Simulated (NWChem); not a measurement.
C$_{2}$H$_{5}$ClSi$_{2}$; SMILES [SiH3][Si@H](C#C)Cl

All runs: NWChem. Pople sets run with spherical d functions. Coordinates come from a PBE-D3(BJ)/def2-SVP optimisation. Level MN15/6-31G*: energy and gradient on several grids; changes count from the extra-fine grid, which is no exact limit either.

| grid | size of the energy change (μHa) | largest change of a gradient component (μHa/bohr) | time, medium = 1 (rough) |
|---|---|---|---|
| xcoarse | 10000 | 4000 | about 1 |
| coarse | 100 | 700 | about 1 |
| medium | < 10 | 100 | about 1 |
| fine | < 10 | < 30 | about 1 |
| xfine | < 10 | < 30 | 2 |
